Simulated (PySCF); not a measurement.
H$_{8}$CuO$_{4}$ (SMILES [OH2]->[Cu+2](<-[OH2])(<-[OH2])<-[OH2]), charge +2, doublet (typed; the unrestricted solution is spin-contaminated), at a GFN2-xTB geometry (such geometries of metal compounds can be far from the true shape); PySCF with PBE/STO-3G.

PySCF was given this input:
```python
from pyscf import gto, scf, dft

mol = gto.Mole()
mol.atom = '''
    Cu   -0.00003912    0.00012911   -0.00190347
    O     1.93234015   -0.56899821   -0.07614469
    H     2.26376797   -0.97268821   -0.89563409
    H     2.28290156   -1.10026255    0.65821101
    O     0.57277042    1.92892082    0.12121860
    H     1.01483724    2.32931521   -0.64600637
    H     1.06892107    2.21107443    0.90775358
    O    -1.93225192    0.56870702    0.08043794
    H    -2.29579377    1.07839226   -0.66281920
    H    -2.25101438    0.99501603    0.89349668
    O    -0.57268220   -1.92921201   -0.11692536
    H    -1.03703389   -2.31632095    0.64395411
    H    -1.04686304   -2.22361116   -0.91244693
'''
mol.basis = 'sto-3g'
mol.charge = 2
mol.spin = 1
mol.verbose = 4
mol.build()

mf = dft.UKS(mol)
mf.xc = 'pbe'
mf.kernel()
```

Question: Write the output that PySCF gives for this input, abridged.

Answer: 
```
PySCF version 2.14.0

[INPUT] verbose = 4
[INPUT] num. atoms = 13
[INPUT] num. electrons = 67
[INPUT] charge = 2
[INPUT] spin (= nelec alpha-beta = 2S) = 1
[INPUT] symmetry False subgroup None
[INPUT] Mole.unit = angstrom
[INPUT] Symbol           X                Y                Z      unit          X                Y                Z       unit  Magmom
[...]
nuclear repulsion = 422.147266340101
number of shells = 28
number of NR pGTOs = 138
number of NR cGTOs = 46
basis = sto-3g
ecp = {}

******** <class 'pyscf.dft.uks.UKS'> ********
method = UKS
initial guess = minao
damping factor = 0
level_shift factor = 0
DIIS = <class 'pyscf.scf.diis.CDIIS'>
diis_start_cycle = 1
diis_space = 8
diis_damp = 0
SCF conv_tol = 1e-09
SCF conv_tol_grad = None
SCF max_cycles = 50
direct_scf = True
direct_scf_tol = 1e-13
number electrons alpha = 34  beta = 33
XC library pyscf.dft.libxc version 7.1.2
    S. Lehtola, C. Steigemann, M. J. T. Oliveira, and M. A. L. Marques,  SoftwareX 7, 1–5 (2018)
XC functionals = pbe
    J. P. Perdew, K. Burke, and M. Ernzerhof,  Phys. Rev. Lett. 77, 3865 (1996)
    J. P. Perdew, K. Burke, and M. Ernzerhof,  Phys. Rev. Lett. 78, 1396 (1997)
    J. P. Perdew, K. Burke, and M. Ernzerhof,  Phys. Rev. Lett. 77, 3865 (1996)
    J. P. Perdew, K. Burke, and M. Ernzerhof,  Phys. Rev. Lett. 78, 1396 (1997)
radial grids:
    Treutler-Ahlrichs [JCP 102, 346 (1995); DOI:10.1063/1.469408] (M4) radial grids

becke partition: Becke, JCP 88, 2547 (1988); DOI:10.1063/1.454033
pruning grids: <function nwchem_prune>
grids dens level: 3
symmetrized grids: False
atomic radii adjust function: <function treutler_atomic_radii_adjust>
small_rho_cutoff = 0
Set gradient conv threshold to 3.16228e-05
tot grids = 155432
init E= -1920.61082762898

cycle= 1 E= -1897.76644936405  delta_E= 22.8  |g|= 2.13  |ddm|= 6.57

cycle= 2 E= -1911.77723556836  delta_E=  -14  |g|= 1.77  |ddm|= 6.42
cycle= 3 E= -1919.33337503126  delta_E= -7.56  |g|= 1.07  |ddm|= 5.86
cycle= 4 E= -1891.37868124192  delta_E=   28  |g|= 3.37  |ddm|= 7.62
cycle= 5 E= -1891.73094368311  delta_E= -0.352  |g|= 3.46  |ddm|= 0.752
cycle= 6 E= -1891.16146530583  delta_E= 0.569  |g|= 3.68  |ddm|= 0.439
cycle= 7 E= -1890.71323235898  delta_E= 0.448  |g|= 3.82  |ddm|= 0.508
cycle= 8 E= -1890.22908270841  delta_E= 0.484  |g|= 4.03  |ddm|= 0.398
cycle= 9 E= -1888.95517711728  delta_E= 1.27  |g|= 4.24  |ddm|= 1.39
cycle= 10 E= -1890.67348572944  delta_E= -1.72  |g|= 3.89  |ddm|= 1.63
[...]
cycle= 20 E= -1895.90394099128  delta_E=   10  |g|= 2.76  |ddm|=  4.4
cycle= 21 E= -1914.74841063686  delta_E= -18.8  |g|=  2.7  |ddm|= 7.29
cycle= 22 E= -1919.71592014281  delta_E= -4.97  |g|= 1.18  |ddm|= 3.94
cycle= 23 E= -1918.89208514104  delta_E= 0.824  |g|= 1.32  |ddm|= 3.95
cycle= 24 E= -1918.93499648621  delta_E= -0.0429  |g|= 1.11  |ddm|= 4.14
cycle= 25 E= -1921.46308146708  delta_E= -2.53  |g|= 0.519  |ddm|= 3.93
cycle= 26 E= -1920.87520530477  delta_E= 0.588  |g|= 0.976  |ddm|= 2.81
cycle= 27 E= -1920.10395392184  delta_E= 0.771  |g|= 1.21  |ddm|= 0.907
cycle= 28 E= -1920.50553829529  delta_E= -0.402  |g|= 1.12  |ddm|= 0.532
cycle= 29 E= -1920.20740717861  delta_E= 0.298  |g|= 1.19  |ddm|= 1.55
cycle= 30 E= -1920.58325375119  delta_E= -0.376  |g|= 1.09  |ddm|= 0.482
cycle= 31 E= -1919.37755491482  delta_E= 1.21  |g|=  1.1  |ddm|= 2.36
cycle= 32 E= -1921.7779663393  delta_E= -2.4  |g|= 0.483  |ddm|= 2.64
cycle= 33 E= -1920.46980551918  delta_E= 1.31  |g|= 1.06  |ddm|= 1.93
cycle= 34 E= -1921.95332441241  delta_E= -1.48  |g|= 0.208  |ddm|= 2.06
cycle= 35 E= -1922.00215404152  delta_E= -0.0488  |g|= 0.104  |ddm|= 0.932
cycle= 36 E= -1921.99691144796  delta_E= 0.00524  |g|= 0.0956  |ddm|= 0.363
cycle= 37 E= -1922.01057143345  delta_E= -0.0137  |g|= 0.0186  |ddm|= 0.488
cycle= 38 E= -1922.01132505747  delta_E= -0.000754  |g|= 0.0143  |ddm|= 0.227
cycle= 39 E= -1922.01177457525  delta_E= -0.00045  |g|= 0.00266  |ddm|= 0.0739
cycle= 40 E= -1922.0118561411  delta_E= -8.16e-05  |g|= 0.00215  |ddm|= 0.0398
cycle= 41 E= -1922.0119358896  delta_E= -7.97e-05  |g|= 0.00168  |ddm|= 0.0381
cycle= 42 E= -1922.01210518297  delta_E= -0.000169  |g|= 0.00188  |ddm|= 0.0943
cycle= 43 E= -1922.01228425831  delta_E= -0.000179  |g|= 0.00145  |ddm|= 0.143
cycle= 44 E= -1922.01233566063  delta_E= -5.14e-05  |g|= 0.00102  |ddm|= 0.148
cycle= 45 E= -1922.01233955236  delta_E= -3.89e-06  |g|= 0.000621  |ddm|= 0.011
cycle= 46 E= -1922.01234226843  delta_E= -2.72e-06  |g|= 0.000274  |ddm|= 0.0158
cycle= 47 E= -1922.01234232445  delta_E= -5.6e-08  |g|= 0.000263  |ddm|= 0.00401
cycle= 48 E= -1922.01234260475  delta_E= -2.8e-07  |g|= 0.000139  |ddm|= 0.00224
cycle= 49 E= -1922.01234289624  delta_E= -2.91e-07  |g|= 7.62e-05  |ddm|= 0.00726
cycle= 50 E= -1922.01234308142  delta_E= -1.85e-07  |g|= 7.65e-05  |ddm|= 0.00337
SCF not converged.
SCF energy = -1922.01234308142 after 50 cycles  <S^2> = 1.9147725  2S+1 = 2.9426332
```

Convergence was not reached.
